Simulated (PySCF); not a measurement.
## Fractional electron number in Ru⁺ (ruthenium, charge +1)

The 4d beta orbital of [Kr] 4d7 is emptied in steps (occupation f), with all orbitals relaxed, ending at [Kr] 4d6. All numbers are calculated (PySCF 2.14, scalar relativity through the core potential, in aug-cc-pVDZ-PP with ECP28MDF (5s5p4d2f, 54 functions)). The exact energy is a straight line in f; departures are measured from the line between the end points of the same method.

```json
{"f": "1", "PBE0 (eV)": "0.000", "r2SCAN (eV)": "0.000", "LC-wPBE (eV)": "0.000"}
{"f": "0.75", "PBE0 (eV)": "-0.682", "r2SCAN (eV)": "-0.936", "LC-wPBE (eV)": "-0.147"}
{"f": "0.5", "PBE0 (eV)": "-0.916", "r2SCAN (eV)": "-1.252", "LC-wPBE (eV)": "-0.202"}
{"f": "0.25", "PBE0 (eV)": "-0.690", "r2SCAN (eV)": "-0.939", "LC-wPBE (eV)": "-0.155"}
{"f": "0", "PBE0 (eV)": "0.000", "r2SCAN (eV)": "0.000", "LC-wPBE (eV)": "0.000"}
```

```json
{"method": "PBE0", "E(f=0) − E(f=1) (eV)": "16.726", "−ε at f=1 (eV)": "13.119", "−ε at f=0.5 (eV)": "16.706"}
{"method": "r2SCAN", "E(f=0) − E(f=1) (eV)": "16.627", "−ε at f=1 (eV)": "11.669", "−ε at f=0.5 (eV)": "16.618"}
{"method": "LC-wPBE", "E(f=0) − E(f=1) (eV)": "16.647", "−ε at f=1 (eV)": "15.890", "−ε at f=0.5 (eV)": "16.625"}
```

Orbital energy along the path (eV):

```csv
f,PBE0,r2SCAN,LC-wPBE
1,-13.119,-11.669,-15.890
0.75,-14.886,-14.113,-16.234
0.5,-16.706,-16.618,-16.625
0.25,-18.557,-19.139,-17.047
0,-20.403,-21.602,-17.488
```

Reference removal energy between the ground levels: 16.76 ± 0.06 eV (semi-empirical (NIST evaluation); NIST Atomic Spectra Database, ionization energies). The calculation has no spin-orbit coupling. The determinant left behind need not be the lowest term of the ion.
